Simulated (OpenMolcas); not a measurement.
# 5d⁷ along the 75-electron sequence

* Program: OpenMolcas
* Method: SS-CASPT2, IPEA 0.25 Eh, imaginary shift 0.1 Eh
* Basis: ANO-RCC-VQZP
* Scalar Hamiltonian: DKH2, point nucleus
* Spin-orbit coupling: RASSI with atomic mean-field integrals over the reference wave functions, term energies averaged over their components

Active space for each ion: 7 electrons in 10 orbitals (5d 6d); closed shells correlated by CASPT2: 5s 5p.

Computed levels in cm-1 above ⁴F_9/2:

```tsv
Level	Ir2+	Pt3+	Au4+
⁴F_7/2	7660	9700	11920
⁴P_5/2	14070	16920	20050
²G_9/2	16040	18670	21620
⁴P_1/2	17090	20250	23690
²G_7/2	21670	25480	29640
²H_11/2	21690	25000	28660
²D_5/2(1)	24800	29610	34820
²P_1/2	28280	33710	39660
²F_5/2	29240	33650	38190
weight of ⁴F in the lowest level (%)	85	83	81
```

Mixed levels, with the weight of the term that names them: Ir2+ ²G_9/2 (60 %), Ir2+ ⁴P_1/2 (72 %), Ir2+ ²D_5/2(1) (71 %), Ir2+ ²P_1/2 (72 %), Pt3+ ⁴P_5/2 (73 %), Pt3+ ²G_9/2 (57 %), Pt3+ ⁴P_1/2 (69 %), Pt3+ ²D_5/2(1) (68 %), Pt3+ ²P_1/2 (69 %), Au4+ ⁴P_5/2 (70 %), Au4+ ²G_9/2 (55 %), Au4+ ⁴P_1/2 (67 %), Au4+ ²D_5/2(1) (64 %), Au4+ ²P_1/2 (67 %).

The fine-structure level ⁴F_7/2 changes by a factor of 1.56 from Ir2+ to Au4+. Its fourth root runs 9.36, 9.92, 10.45, with steps per unit of Z of 0.57, 0.52; equal steps would mean a (Z - σ)^4 law with constant σ.

⁴P_5/2 changes by a factor of 1.43 over the same range, with steps per unit of Z of +2850, +3130 cm-1.

Term energies are means over components that CASPT2 splits; among the terms shown or strongly mixed into the levels shown the widest spread is 370 cm-1 (5d⁷ ⁴F, Ir2+). Active for correlation alone: 6d; no level in the range computed is led by a configuration that fills it, so any true level of that kind is missing. Only configurations of the active space appear.

A number in round brackets counts repeated terms of one configuration in the order of the reference energies.
